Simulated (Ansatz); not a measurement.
The pair A = C2H2 (SMILES C#C) (first 4 atoms), B = CH3NO (SMILES NC=O); geometry from B3LYP-D3(BJ)/def2-TZVP.
(charge 0, multiplicity 1):
```xyz
10

C     -0.04712     0.55656    -0.60178
C      0.31038    -0.19620     0.26017
H     -0.35388     1.20805    -1.38342
H      0.60597    -0.83133     1.06888
N     -0.54016     0.92344     3.28721
C      0.02109    -0.15633     3.87409
O      0.57303    -1.06533     3.28753
H     -0.52022     1.02044     2.28222
H     -0.97996     1.63730     3.84016
H     -0.06967    -0.13887     4.97460
```

Cores are frozen in the correlated methods.

Programs: Ansatz (Gaussian orbitals). Each number belongs to the level named beside it.

Total energies (hartree), monomers frozen at their geometry in the pair:

```tsv
structure	PBE/def2-TZVPPD	B3LYP/def2-TZVPPD	MP2/aug-cc-pVDZ
AB	-247.0396248	-247.3465581	-246.5729976
A in the pair's basis	-77.2523235	-77.3656881	-77.0919473
B in the pair's basis	-169.7810495	-169.9756945	-169.4746312
A	-77.2522420	-77.3656234	-77.0908369
B	-169.7810032	-169.9756528	-169.4736205
```

Problem. Work out the interaction energy without and with the counterpoise correction, and the superposition error, for each level.

Solution. 
E(AB) − E(A) − E(B), times 627.509 kcal/mol, with the monomers in their own basis and then in the pair's basis:
- PBE/def2-TZVPPD: -4.00 uncorrected, -3.92 corrected; the monomers gain 0.08 kcal/mol from borrowed functions
- B3LYP/def2-TZVPPD: -3.31 uncorrected, -3.25 corrected; the monomers gain 0.07 kcal/mol from borrowed functions
- MP2/aug-cc-pVDZ: -5.36 uncorrected, -4.03 corrected; the monomers gain 1.33 kcal/mol from borrowed functions

Ansatz is an electronic-structure program.
